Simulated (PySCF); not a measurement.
A small calculation by hand: chemical shift, span and skew from a shielding tensor

Ga(F)2(NH2) (F2GaH2N), SMILES [NH2][Ga]([F])[F]. Atoms are numbered in the order given.

```xyz
6

Ga     0.0076     0.0094     0.0000
F      0.9356    -0.0080     1.4735
F      0.9356    -0.0080    -1.4735
N     -1.7785    -0.0550     0.0000
H     -2.3133     0.1195    -0.8434
H     -2.3133     0.1195     0.8434
```
Charge 0, spin multiplicity 1.

Coordinates come from a r2SCAN-D4/def2-SVP optimisation. Other conformers were not sampled.

GIAO shieldings from PBE0/pcSseg-1 run with PySCF, non-relativistic, no solvent. The symmetric part of the tensor of N4 has the principal values 230.9, 255.2, 281.1 ppm. The same nucleus in NH3 has σ = 267.4 ppm at this level (PySCF, at its B3LYP-D3(BJ)/def2-TZVP geometry).

Task: Work out the isotropic shielding, the ¹⁵N shift against NH3, the span and the skew.

Result: 
σ(iso) = (σ11 + σ22 + σ33)/3 = 255.7 ppm. δ = σ(ref) − σ(iso) = 267.4 − (255.7) = 11.7 ppm.
Span Ω = σ33 − σ11 = 50.2 ppm. Skew κ = 3(σ(iso) − σ22)/Ω = 0.03. Tumbling in solution averages the tensor to δ; in a static solid the shielding alone would spread this spin-1/2 line over Ω.
